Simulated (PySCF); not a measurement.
**Tl⁺: interval between two levels**

Tl⁺ [Xe] 4f14 5d10 6s2 → Tl⁺ [Xe] 4f14 5d10 6s1 6p1 [3P2, M_J = 2], as a difference of total energies. Calculation: PySCF 2.14, in x2c-SVPall-2c with one added diffuse shell each of s, p type (8s12p7d2f, 93 functions); the two-component X2C-1e Hamiltonian. Correlated levels: [Kr] 4d10 4f14 frozen; the 22 highest virtual spinors dropped. "Screened" scales the spin-orbit matrix elements by Boettger's factors to mimic the two-electron term; Breit and QED terms are absent.

```
                    method  interval between two levels (cm⁻¹)  error (cm⁻¹)
           GHF (spin-free)                               47467        -14261
          GMP2 (spin-free)                               59490         -2238
 GHF (screened spin-orbit)                               51016        -10712
GMP2 (screened spin-orbit)                               62952         +1224
```

Reference: 61728 cm⁻¹ (measured; NIST Handbook of Basic Atomic Spectroscopic Data (Sansonetti and Martin, J. Phys. Chem. Ref. Data 34, 1559 (2005))).

The spin-free rows relax to the high-spin LS determinant and lack the spin-orbit shift.

Errors of the correlated levels include the incompleteness of this basis and the frozen core.

The labels give the starting determinants; with spin-orbit coupling the two ends relaxed to ⟨J²⟩ = 0.00, ⟨L²⟩ = 0.18, ⟨S²⟩ = 0.18 and ⟨J²⟩ = 6.01, ⟨L²⟩ = 2.19, ⟨S²⟩ = 2.18.
